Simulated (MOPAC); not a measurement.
A run for MOPAC: AM1 on BeO, a point of a bond scan (R = 1.061 Å).

```
AM1 1SCF PRECISE CHARGE=0 THREADS=1
BeO

Be    -0.00000000 1    -0.00000000 1    -0.88442615 1
O      0.00000000 1     0.00000000 1     0.17688523 1
```

Program output:

```
*******************************************************************************
 **                                                                           **
 **                              MOPAC v23.2.5                                **
 **                                                                           **
 *******************************************************************************
 ** MOPAC's Digital Object Identifier: https://doi.org/10.5281/zenodo.6511958 **
 **                                                                           **
 ** Please cite the open-source release paper for use of this MOPAC version:  **
 ** J. E. Moussa and J. J. P. Stewart (2026)                                  **
 ** MOPAC: An open-source semiempirical molecular orbital program             **
 ** J. Open Source Softw., 11(119), 8025, https://doi.org/10.21105/joss.08025 **
 *******************************************************************************

                              AM1 CALCULATION RESULTS

 *******************************************************************************
 *  AM1        - The AM1 Hamiltonian to be used
 *
 *
 *
 *                 CHARGE ON SYSTEM = 0
 *
 *
 *
 *  PRECISE    - TIGHTER CRITERIA TO BE USED
 *  1SCF       - DO 1 SCF AND THEN STOP
 *  THREADS=1  - MULTI-THREADING NOT USED
 *  T=         - A TIME OF 172800.0 SECONDS REQUESTED
 *  DUMP=N     - RESTART FILE WRITTEN EVERY 7200.0 SECONDS REQUESTED
 *******************************************************************************
AM1 1SCF PRECISE CHARGE=0 THREADS=1
 BeO

   ATOM   CHEMICAL          X               Y               Z
  NUMBER   SYMBOL      (ANGSTROMS)     (ANGSTROMS)     (ANGSTROMS)

     1      Be         -0.00000000  *  -0.00000000  *  -0.88442615  *
     2       O          0.00000000  *   0.00000000  *   0.17688523  *



          CARTESIAN COORDINATES

    NO.       ATOM           X           Y           Z

     1        Be         -0.0000     -0.0000     -0.8844
     2         O          0.0000      0.0000      0.1769

 Be: (AM1): J. J. P. STEWART, J. MOL. MOD., 10, 155-164 (2004)
  O: (AM1): M.J.S. DEWAR ET AL, J. AM. CHEM. SOC. 107 3902-3909 (1985)

           Empirical Formula: O Be  =     2 atoms



      MOLECULAR POINT GROUP   :   C*v


      RHF CALCULATION, NO. OF DOUBLY OCCUPIED LEVELS = 4


 -------------------------------------------------------------------------------
 AM1 1SCF PRECISE CHARGE=0 THREADS=1
 BeO



     1SCF WAS SPECIFIED, SO BFGS WAS NOT USED
     SCF FIELD WAS ACHIEVED


                              AM1 CALCULATION
                                                       MOPAC v23.2.5 Linux




          FINAL HEAT OF FORMATION =         66.55111 KCAL/MOL =     278.44983 KJ/MOL


          COSMO AREA              =         64.01 SQUARE ANGSTROMS
          COSMO VOLUME            =         47.62 CUBIC ANGSTROMS

          IONIZATION POTENTIAL    =         11.741537 EV
          HOMO LUMO ENERGIES (EV) =        -11.742 -0.472
          NO. OF FILLED LEVELS    =          4
          MOLECULAR WEIGHT        =         25.0116         POINT GROUP:  C*v

          MOLECULAR DIMENSIONS (Angstroms)

            Atom       Atom       Distance
            O     2   Be     1     1.06131
            O     2   Be     1     0.00000
           Be     1    O     2     0.00000


          SCF CALCULATIONS        =          1





   ATOM   CHEMICAL          X               Y               Z
  NUMBER   SYMBOL      (ANGSTROMS)     (ANGSTROMS)     (ANGSTROMS)

     1      Be         -0.00000000  *  -0.00000000  *  -0.88442615  *
     2       O          0.00000000  *   0.00000000  *   0.17688523  *

                             CARTESIAN COORDINATES

   1   Be       -0.000000000    -0.000000000    -0.884426150
   2    O        0.000000000     0.000000000     0.176885230


           Empirical Formula: O Be  =     2 atoms



      MOLECULAR POINT GROUP   :   C*v


                  EIGENVALUES
 -33.46752 -12.99503 -12.99503 -11.74154  -0.47175   3.07763   3.07763   6.26529


              NET ATOMIC CHARGES AND DIPOLE CONTRIBUTIONS

  ATOM NO.   TYPE          CHARGE      No. of ELECS.   s-Pop       p-Pop
    1         Be           0.573792        1.4262     0.23547     1.19074
    2          O          -0.573792        6.5738     1.82611     4.74768
 DIPOLE           X         Y         Z       TOTAL
 POINT-CHG.     0.000     0.000    -2.925     2.925
 HYBRID         0.000     0.000    -1.041     1.041
 SUM            0.000     0.000    -3.966     3.966


          ATOMIC ORBITAL ELECTRON POPULATIONS

     Atom    s        px        py        pz
    1 Be   0.23547   0.54360   0.54360   0.10353
    2  O   1.82611   1.45640   1.45640   1.83488

 **********************
 *                    *
 * JOB ENDED NORMALLY *
 *                    *
 **********************




 == MOPAC DONE ==
```

The run finished.

Cost: roughly 0.010 core-seconds.
